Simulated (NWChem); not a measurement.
BBrF₂; SMILES FB(F)Br

```xyz
4

B      0.0000     0.0000     0.9414
F      0.0000    -1.1289     1.6053
F      0.0000     1.1289     1.6053
Br     0.0000     0.0000    -0.9601
```
Atoms are numbered in this order, from 1.

The geometry was optimised at PBE0/def2-SVP.

Symmetry labels are those of C2v in the frame above (b1 and b2, or b-type labels, depend on it).

Q: List the 4 lowest vertical singlet excitations from PBE/def2-SVPD, TDA (NWChem).

A: 
```
state  energy (eV)  oscillator strength  symmetry  leading excitation (squared amplitude)
-----  -----------  -------------------  --------  --------------------------------------
S1            6.19                0.000        a2                      HOMO → LUMO (1.00)
S2            7.10                0.044        b2                    HOMO → LUMO+1 (0.99)
S3            7.26                0.116        a1                    HOMO−1 → LUMO (0.90)
S4            7.48                0.059        b1                  HOMO−1 → LUMO+1 (0.99)
```
